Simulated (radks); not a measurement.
Question: These are the eigenvalues of the occupied orbitals of an atom or ion with whole-number occupations (hartree). Calculated with a radial shooting solver on a logarithmic mesh with Libxc functionals: Dirac Kohn-Sham, PBE, spin-unpolarised, spherical densities, point nucleus.

orbital  eigenvalue
1s1/2     -41.75231

Which element is it, and in what charge state? The configuration may be excited. Open shells, if any, are shared by 2j + 1.

Answer: Z = 10, neon, charge +8: Ne8+ in [He]. The 1s level, -41.752 hartree, gives Z - s = 9.1 by -(Z - s)^2/2, which with screening and relativity narrows Z to a few neighbours, and the depths must fix Z and the occupations together.
